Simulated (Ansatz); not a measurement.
`CO[SiH](N)Cl` → `N[Si]Cl` + CH₃OH at 400 K and 1 bar (silylene formation by 1,1-elimination).

Calculated with Ansatz (gas phase, PBE0-D4/def2-TZVP geometries, no zero-point term in ΔE). CCSD(T)/CBS is the MP2 limit (def2-TZVPP, def2-QZVPP) plus CCSD(T) − MP2 in def2-TZVPP, frozen cores. This one scheme is used for every species. One conformer a species, not always the lowest.

```tsv
species	CCSD(T)/CBS energy (Eh)	H − E (kJ/mol)	S (J/(mol·K))
`CO[SiH](N)Cl`	-920.52349	244.4	406.2
`N[Si]Cl`	-804.81589	93.2	301.3
CH₃OH	-115.61712	151.2	252.6
```

H − E and S are ideal-gas, rigid-rotor, harmonic terms from PBE0-D4/def2-TZVP, for one conformer and one mirror image of each species. 1 Eh = 2625.50 kJ/mol, R = 8.31446 J/(mol·K).

By hand: ΔE, ΔH, ΔS and ΔG.

ΔE = (-804.81589) + (-115.61712) − (-920.52349) = 0.09048 Eh = 237.6 kJ/mol. Δ(H − E) = 93.2 + 151.2 − 244.4 = 0.0, so ΔH = 237.6 kJ/mol. ΔS = 301.3 + 252.6 − 406.2 = 147.7 J/(mol·K). ΔG = 237.6 − 400 × (147.7)/1000 = 178.5 kJ/mol.

By hand: the equilibrium constant, and the temperature at which ΔG would vanish if ΔH and ΔS stayed fixed.

log₁₀ K = −ΔG/(RT ln 10) = -23.3. ΔG = 0 at ΔH/ΔS = 1609 K.

The number of gas molecules changes by +1, which sets the sign of ΔS. A doubt of 5 kJ/mol in ΔE shifts log₁₀ K by 0.7 here. Other conformers and mirror images would add mixing entropy, several J/(mol·K) or more a flexible species. Modes under 60 cm⁻¹, often nearly free rotors, make the harmonic entropy too high. These are equilibria of isolated gas molecules and say nothing of rates. Largest T1 diagnostic: 0.013 (customary marks: 0.02 for closed shells, 0.045 for open ones).
